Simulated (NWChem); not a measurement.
System: HSOF2 cation; SMILES [OH+]=S(F)F

Input file for NWChem:

```
start job
memory heap 200 mb stack 900 mb global 1100 mb
charge 1
geometry units angstroms noautosym nocenter noautoz
  O      0.180590     1.437522     0.000000
  S     -0.453227     0.044047     0.000000
  F      0.276931    -0.686957    -1.159659
  F      0.276931    -0.686957     1.159659
  H      1.161793     1.552824     0.000000
end
basis spherical
  O library pcsseg-1
  S library pcsseg-1
  F library pcsseg-1
  H library pcsseg-1
end
dft
  xc kt2
  iterations 150
end
property
  shielding 4 1 2 3 5
  efieldgrad
end
task dft property
```

Excerpt of the output:

```
             Northwest Computational Chemistry Package (NWChem) 7.3.0
             --------------------------------------------------------

                             Geometry "geometry" -> ""
                             -------------------------

 Output coordinates in angstroms (scale by  1.889725989 to convert to a.u.)

  No.       Tag          Charge          X              Y              Z
 ---- ---------------- ---------- -------------- -------------- --------------
    1 O                    8.0000     0.18059000     1.43752200     0.00000000
    2 S                   16.0000    -0.45322700     0.04404700     0.00000000
    3 F                    9.0000     0.27693100    -0.68695700    -1.15965900
    4 F                    9.0000     0.27693100    -0.68695700     1.15965900
    5 H                    1.0000     1.16179300     1.55282400     0.00000000

 Effective nuclear repulsion energy (a.u.)     203.9900011173

                              NWChem Property Module
                              ----------------------

  itol2e modified to match energy
  convergence criterion.

                                 NWChem DFT Module
                                 -----------------

 Summary of "ao basis" -> "ao basis" (spherical)
 ------------------------------------------------------------------------------
       Tag                 Description            Shells   Functions and Types
 ---------------- ------------------------------  ------  ---------------------
 O                          pcsseg-1                 7       17   3s3p1d
 S                          pcsseg-1                10       24   4s5p1d
 F                          pcsseg-1                 7       17   3s3p1d
 H                          pcsseg-1                 3        5   2s1p

  itol2e modified to match energy
  convergence criterion.

[...]

          -----------------------------------------
          Chemical Shielding Tensors (GIAO, in ppm)
          -----------------------------------------

                                NWChem CPHF Module
                                ------------------

  scftype          =     RHF
  nclosed          =       21
  nopen            =        0
  variables        =     1239
  # of vectors     =        3
  tolerance        = 0.10D-03
  level shift      = 0.00D+00
  max iterations   =       50
  max subspace     =       30

 SCF residual:    2.5699731867092317E-004

Iterative solution of linear equations
  No. of variables     1239
  No. of equations        3
  Maximum subspace       30
        Iterations       50
       Convergence  1.0D-04

   iter   nsub   residual    time
   ----  ------  --------  ---------
     1      3    1.65D-04      11.3
     2      6    1.06D-08      12.8

      Atom:    1  O
        Diamagnetic
    394.0515      9.9319     -0.0000
      9.9319    404.6924     -0.0000
     -0.0000     -0.0000    377.0825

        Paramagnetic
   -349.4736     55.9521     -0.0000
     55.9521   -253.8130      0.0000
     -0.0000      0.0000   -208.4467

        Total Shielding Tensor
     44.5779     65.8840     -0.0000
     65.8840    150.8795      0.0000
     -0.0000      0.0000    168.6358

           isotropic =     121.3644
          anisotropy =      91.5221

          Principal Components and Axis System
                 1           2           3
              182.3792    168.6358     13.0782

      1         0.4313     -0.0000      0.9022
      2         0.9022     -0.0000     -0.4313
      3         0.0000      1.0000      0.0000

      Atom:    2  S
        Diamagnetic
   1044.6065     -1.1649      0.0000
     -1.1649   1052.7279     -0.0000
      0.0000     -0.0000   1051.4732

        Paramagnetic
   -974.2750     26.8131      0.0000
     26.8131  -1163.2710      0.0000
      0.0000      0.0000  -1104.0076

        Total Shielding Tensor
     70.3316     25.6482      0.0000
     25.6482   -110.5432      0.0000
      0.0000      0.0000    -52.5344

           isotropic =     -30.9153
          anisotropy =    -124.7917

          Principal Components and Axis System
                 1           2           3
             -114.1098     73.8982    -52.5344

      1        -0.1377      0.9905     -0.0000
      2         0.9905      0.1377     -0.0000
      3         0.0000      0.0000      1.0000

      Atom:    3  F
        Diamagnetic
    466.9886     -5.7864     -9.4875
     -5.7864    469.8026     10.9944
     -9.4875     10.9944    480.5800

        Paramagnetic
   -440.2111   -104.6433   -100.9224
   -104.6433   -359.7482     -1.6802
   -100.9224     -1.6802   -340.7250

        Total Shielding Tensor
     26.7775   -110.4297   -110.4100
   -110.4297    110.0543      9.3142
   -110.4100      9.3142    139.8551

           isotropic =      92.2289
          anisotropy =     231.8460

          Principal Components and Axis System
                 1           2           3
              246.7929    114.8932    -84.9993

      1        -0.5763      0.0887      0.8124
      2         0.5090     -0.7388      0.4418
      3         0.6394      0.6681      0.3806

      Atom:    4  H
        Diamagnetic
     38.1502      6.6317     -0.0000
      6.6317     22.9583     -0.0000
     -0.0000     -0.0000     16.0395

        Paramagnetic
     -9.9872     -0.6270     -0.0000
     -0.6270     -1.9807     -0.0000
     -0.0000     -0.0000      1.3713

[...]
```

Level: KT2/pcSseg-1, GIAO. Geometry: optimised at PBE0/def2-SVP. NWChem prints the field gradient with the sign opposite to the second derivative of the potential. The output numbers the shielded atoms by their place in the input's list. The printed shielding anisotropy is the first printed principal value minus the mean of the other two.
